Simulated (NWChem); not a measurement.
System: C3H5BO2; SMILES C=C1CB(O)O1

```xyz
11

C     -0.2366     2.2938     0.0000
C      0.0172     0.9905     0.0000
C      1.2325     0.0904     0.0000
B      0.0642    -0.9776     0.0000
O     -0.0788    -2.3095     0.0000
O     -0.9474    -0.0216     0.0000
H      0.5870     3.0080     0.0000
H     -1.2640     2.6622     0.0000
H      1.8642     0.1604    -0.8974
H      1.8642     0.1604     0.8974
H     -1.0030    -2.5858     0.0000
```
Atoms are numbered in this order, from 1.

Level: PBE0/def2-SVP (NWChem), optimised geometry, unscaled harmonic frequencies. 

```json
[
 {"frequency (cm⁻¹)": "103", "IR intensity (km/mol)": "0.2"},
 {"frequency (cm⁻¹)": "296", "IR intensity (km/mol)": "7.7"},
 {"frequency (cm⁻¹)": "374", "IR intensity (km/mol)": "7.4"},
 {"frequency (cm⁻¹)": "446", "IR intensity (km/mol)": "13.4"},
 {"frequency (cm⁻¹)": "467", "IR intensity (km/mol)": "3.3"},
 {"frequency (cm⁻¹)": "575", "IR intensity (km/mol)": "136.1"},
 {"frequency (cm⁻¹)": "589", "IR intensity (km/mol)": "2.1"},
 {"frequency (cm⁻¹)": "740", "IR intensity (km/mol)": "0.4"},
 {"frequency (cm⁻¹)": "780", "IR intensity (km/mol)": "14.5"},
 {"frequency (cm⁻¹)": "845", "IR intensity (km/mol)": "31.8"},
 {"frequency (cm⁻¹)": "889", "IR intensity (km/mol)": "45.3"},
 {"frequency (cm⁻¹)": "916", "IR intensity (km/mol)": "83.5"},
 {"frequency (cm⁻¹)": "959", "IR intensity (km/mol)": "31.5"},
 {"frequency (cm⁻¹)": "993", "IR intensity (km/mol)": "42.5"},
 {"frequency (cm⁻¹)": "1070", "IR intensity (km/mol)": "1.5"},
 {"frequency (cm⁻¹)": "1100", "IR intensity (km/mol)": "9.1"},
 {"frequency (cm⁻¹)": "1127", "IR intensity (km/mol)": "199.0"},
 {"frequency (cm⁻¹)": "1332", "IR intensity (km/mol)": "122.1"},
 {"frequency (cm⁻¹)": "1378", "IR intensity (km/mol)": "23.5"},
 {"frequency (cm⁻¹)": "1395", "IR intensity (km/mol)": "33.6"},
 {"frequency (cm⁻¹)": "1543", "IR intensity (km/mol)": "621.7"},
 {"frequency (cm⁻¹)": "1802", "IR intensity (km/mol)": "62.1"},
 {"frequency (cm⁻¹)": "3110", "IR intensity (km/mol)": "1.7"},
 {"frequency (cm⁻¹)": "3173", "IR intensity (km/mol)": "0.3"},
 {"frequency (cm⁻¹)": "3191", "IR intensity (km/mol)": "0.4"},
 {"frequency (cm⁻¹)": "3301", "IR intensity (km/mol)": "0.3"},
 {"frequency (cm⁻¹)": "3889", "IR intensity (km/mol)": "112.6"}
]
```

The zero-point energy comes out as 52.0 kcal/mol, the thermal correction to the enthalpy at 298.15 K (with zero-point energy) comes out as 56.2 kcal/mol and the heat capacity Cv comes out as 21.1 cal/(mol K). The entropy at 298.15 K and 1 atm (symmetry number 1) is 75.0 cal/(mol K). The dipole moment is 0.57 D.

Rigid rotor and harmonic oscillator.
